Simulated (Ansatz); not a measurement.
Molecular dynamics of CH6AlNSi

Input file:

```yaml
crystal:
  periodic: [false, false, false]
  atoms:
    - { symbol: C, position_ang: [-1.589637, 0.304783, -0.340708] }
    - { symbol: Si, position_ang: [-0.304088, -0.831271, 0.502083] }
    - { symbol: "N", position_ang: [1.145329, 0.029973, 1.160021] }
    - { symbol: Al, position_ang: [1.835208, -0.019836, -0.436383] }
    - { symbol: H, position_ang: [-1.902997, -0.150471, -1.293228] }
    - { symbol: H, position_ang: [-2.485323, 0.383248, 0.29339] }
    - { symbol: H, position_ang: [-1.235454, 1.325346, -0.54383] }
    - { symbol: H, position_ang: [0.272227, -1.903309, -0.383465] }
    - { symbol: H, position_ang: [1.228406, 0.216876, 2.149473] }
    - { symbol: H, position_ang: [3.119327, 0.593561, -1.104355] }
basis:
  gaussian: { orbitals: def2-SVP }
hamiltonian:
  xc: cam_b3lyp
  dispersion: d4
md:
  timestep: 0.5
  n_steps: 200
  ensemble: nve
  temperature: 300.0
  initial_velocities: maxwell_boltzmann
  seed: 11453
```

Run as:

```bash
$ ansatz run input.yaml --threads 2 --pin off --max-ram 3072MiB --backend cpu --events-out ev --progress --plain --runs-dir out
```

It starts at the highest image of a converged band. Of that band: The profile has 3 maxima (images 2, 5, 8) with wells between them (images 4, 7): this band takes more than one step, which may be the mechanism or a detour left from its start path. Neighbouring images differ by up to 1.3 eV, so the band resolves the path poorly. A vibrational analysis at the climbing image gives one clearly imaginary mode, 743i cm⁻¹: a first-order saddle point.

Output, in part (step lines, the closing report, with atoms numbered from 0):

```
md step     0: t =     0.00 fs  T =   300.0 K  F+E_penalty+E_count = -17090.17880936 eV  E_kin = 0.310224 eV  conserved = -17089.86858537 eV  (29 SCF iters)
md step     1: t =     0.50 fs  T =   294.8 K  F+E_penalty+E_count = -17090.17337941 eV  E_kin = 0.304885 eV  conserved = -17089.86849408 eV  (29 SCF iters)
md step     2: t =     1.00 fs  T =   280.8 K  F+E_penalty+E_count = -17090.15858680 eV  E_kin = 0.290351 eV  conserved = -17089.86823591 eV  (29 SCF iters)
md step     3: t =     1.50 fs  T =   261.7 K  F+E_penalty+E_count = -17090.13849972 eV  E_kin = 0.270598 eV  conserved = -17089.86790153 eV  (29 SCF iters)
md step     4: t =     2.00 fs  T =   242.5 K  F+E_penalty+E_count = -17090.11836636 eV  E_kin = 0.250758 eV  conserved = -17089.86760847 eV  (29 SCF iters)
md step     5: t =     2.50 fs  T =   227.6 K  F+E_penalty+E_count = -17090.10278082 eV  E_kin = 0.235323 eV  conserved = -17089.86745777 eV  (27 SCF iters)
md step     6: t =     3.00 fs  T =   219.2 K  F+E_penalty+E_count = -17090.09411756 eV  E_kin = 0.226625 eV  conserved = -17089.86749238 eV  (27 SCF iters)
md step     7: t =     3.50 fs  T =   216.8 K  F+E_penalty+E_count = -17090.09186360 eV  E_kin = 0.224184 eV  conserved = -17089.86767996 eV  (27 SCF iters)
[... lines left out ...]
Total energy: -17091.32142356 eV, -628.0944774022 hartree
Atom 0 at    -1.649024     0.300032    -0.260164 Å, force     0.149389    -1.191010    -1.444950 eV/Å
Atom 1 at    -0.762232    -0.913647     0.916714 Å, force     1.020815     0.586309    -0.354475 eV/Å
Atom 2 at     0.931827    -0.391036     0.525239 Å, force    -0.192860     0.221066    -0.384401 eV/Å
Atom 3 at     2.347012     0.210266    -0.535571 Å, force    -1.311850     0.286022     2.274622 eV/Å
Atom 4 at    -2.626983     0.067149    -0.738544 Å, force     0.283011    -0.226248     0.448643 eV/Å
Atom 5 at    -1.788292     1.227318     0.274688 Å, force     0.176228     0.836826     0.334396 eV/Å
Atom 6 at    -0.907554     0.408654    -1.087036 Å, force    -0.402262     0.491171     0.252931 eV/Å
Atom 7 at     2.148382     0.264825    -1.987524 Å, force    -0.122639    -0.151020    -1.941297 eV/Å
Atom 8 at     1.371736    -0.443654     1.432151 Å, force     0.441553    -0.466257     0.782519 eV/Å
Atom 9 at     3.538522     0.983753     0.187837 Å, force    -0.041386    -0.386859     0.032011 eV/Å
Dipole moment:     0.171473     0.014031    -0.047972 e Å
```

The steps, from the saved trajectory:

| time (fs) | T (K) | potential energy less start (eV) | conserved less start (meV/atom) |
| --- | --- | --- | --- |
| 0.0 | 300 | 0.000 | 0.00 |
| 3.0 | 219 | 0.085 | 0.11 |
| 6.0 | 199 | 0.105 | 0.07 |
| 9.0 | 192 | 0.112 | 0.05 |
| 12.0 | 152 | 0.154 | 0.10 |
| 15.0 | 196 | 0.108 | 0.06 |
| 18.0 | 278 | 0.024 | 0.08 |
| 21.0 | 440 | -0.144 | 0.08 |
| 24.0 | 668 | -0.381 | 0.03 |
| 27.0 | 724 | -0.439 | 0.00 |
| 30.0 | 769 | -0.484 | 0.06 |
| 33.0 | 864 | -0.584 | -0.04 |
| 36.0 | 665 | -0.377 | 0.06 |
| 39.0 | 641 | -0.352 | 0.11 |
| 42.0 | 865 | -0.585 | -0.04 |
| 45.0 | 742 | -0.457 | 0.00 |
| 48.0 | 633 | -0.343 | 0.12 |
| 51.0 | 917 | -0.639 | -0.05 |
| 54.0 | 876 | -0.596 | 0.01 |
| 57.0 | 804 | -0.520 | 0.12 |
| 60.0 | 1019 | -0.743 | 0.05 |
| 63.0 | 1319 | -1.054 | -0.05 |
| 66.0 | 1290 | -1.023 | 0.06 |
| 69.0 | 1228 | -0.960 | -0.01 |
| 72.0 | 1115 | -0.842 | 0.05 |
| 75.0 | 1009 | -0.732 | 0.08 |
| 78.0 | 1105 | -0.832 | 0.06 |
| 81.0 | 1219 | -0.951 | -0.08 |
| 84.0 | 963 | -0.684 | 0.15 |
| 87.0 | 1085 | -0.813 | -0.04 |
| 90.0 | 1115 | -0.842 | 0.06 |
| 93.0 | 1171 | -0.900 | 0.08 |
| 96.0 | 1421 | -1.159 | 0.01 |
| 99.0 | 1506 | -1.248 | -0.09 |

All steps were run. The conserved energy stayed within 0.18 meV per atom of its start (net change -0.0046 meV per atom), so the integration is sound. The system heated up, since it started high on the potential surface and ran downhill. A run of 0.1 ps of so small a system gives no equilibrium averages. The orbitals stay closed-shell, which can raise the energy where a bond breaks towards radicals; this wasn't checked here.

The step under study would form Al4–H8 and break Si2–H8. These pairs go: Al4–H8 2.45 → 1.47 Å, Si2–H8 1.51 → 4.28 Å. In the last frame they stand as after the step (other bonds may differ from the relaxed reactants and products). Also parted: Si2–Al4 2.47 → 3.61 Å. It ends as one piece, CH6AlNSi. Pairs count as bonded within 1.25 times the sum of covalent radii (0.12 Å more for H–H).

Last frame:

```xyz
10
Properties=species:S:1:pos:R:3
C -1.649 0.300 -0.260
Si -0.762 -0.914 0.917
N 0.932 -0.391 0.525
Al 2.347 0.210 -0.536
H -2.627 0.067 -0.739
H -1.788 1.227 0.275
H -0.908 0.409 -1.087
H 2.148 0.265 -1.988
H 1.372 -0.444 1.432
H 3.538 0.984 0.188
```

Time of the run: 7.6 min on 2 threads of Arm Neoverse V1 (shared host), peak memory 0.22 GiB.
